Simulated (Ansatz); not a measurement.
```yaml
crystal:
  periodic: [false, false, false]
  atoms:
    - {symbol: B, position_ang: [-0.242867, 1.093497, 1.295611]}
    - {symbol: C, position_ang: [-0.608517, -0.267747, 0.723386]}
    - {symbol: C, position_ang: [-0.214050, 0.994396, -0.232300]}
    - {symbol: C, position_ang: [0.667789, -0.454022, -0.508060]}
    - {symbol: N, position_ang: [0.607982, -1.643174, -1.280577]}
    - {symbol: H, position_ang: [-0.812868, 1.897097, 1.804958]}
    - {symbol: H, position_ang: [1.102988, 1.284570, 1.841528]}
    - {symbol: H, position_ang: [-1.485050, -1.091979, 0.865633]}
    - {symbol: H, position_ang: [-0.571615, 1.285240, -1.234775]}
    - {symbol: H, position_ang: [1.098501, -1.206310, -1.983594]}
    - {symbol: H, position_ang: [0.725718, -2.772093, -1.160640]}
basis:
  gaussian: {orbitals: cc-pVTZ-DK, final_grid: {core_spheres: 1, valence_spheres: 1, degree: 5}}
magnetization: {spin_polarized: true, initial_magnetization: 0}
hamiltonian: {xc: {name: r2SCAN}}
```

```sh
$ ansatz run in.yaml --threads 2 --pin off --events-out ev --progress --plain --max-ram 4352MiB
```

Output, abridged:

```
Functional definition: r2SCAN
1246 factors; their error is unknown
mean field evaluation 1: about -5355.3233 eV, gradient 5.0e1 eV
mean field evaluation 2: about -5285.4908 eV, gradient 1.1e2 eV
mean field evaluation 4: about -5365.6253 eV, gradient 1.9e1 eV
mean field evaluation 8: about -5367.7712 eV, gradient 3.2e-1 eV
mean field evaluation 16: about -5337.6598 eV, gradient 6.0e0 eV
mean field evaluation 64: about -5348.0967 eV, gradient 2.4e0 eV
a density is far from that of the atoms, so the factors are made again for it
1840 factors; integrals over basis functions are off by at most 9.3e-4 eV
mean field -5348.36892005 eV, -196.5489325573 hartree, gradient 2.2e-5 eV, S^2 0.930472; 0 other end points of the search recorded, 0 dependent functions left out
reference -5348.36896454 eV, -196.5489341922 hartree; 18, 18 occupied and 216, 216 virtual orbitals, 1840 factors
Total energy: -5348.36896454 eV, -196.5489341922 hartree
Relativity: scalar
```

Task: What is wrong with this run?

Result: The integration grid is far too coarse. Self-consistency was reached. The result belongs to that input, not to the molecule as meant.
